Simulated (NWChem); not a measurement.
Isomers of CH₅NOSi₂, each optimised at PBE0/def2-SVP with NWChem, gas phase unless a solvent is named. Flexible species stand in one conformer each, which need not be the lowest.  Relative energies count from the lowest isomer at each level and are electronic, without zero-point energy, on those geometries.

A: [SiH3]C1=N[SiH2]O1
B: C1=N[SiH2][SiH2]O1
C: C1=N[SiH2]O[SiH2]1
D: O[Si@@H]1C=N[SiH2]1

```csv
quantity,A,B,C,D
"relative energy, PBE/def2-TZVP (kcal/mol)",45.8,21.9,0.0,37.6
"relative energy, Hartree-Fock/def2-TZVP (kcal/mol)",53.8,32.8,0.0,50.7
"relative energy, CAM-B3LYP/def2-TZVP (kcal/mol)",50.9,28.9,0.0,45.9
"dipole (D), PBE0/def2-SVP",1.08,1.59,1.15,1.78
"SMD solvation free energy in toluene, PBE0/def2-SVP (kcal/mol)",-2.1,-2.1,-1.8,-3.1
```
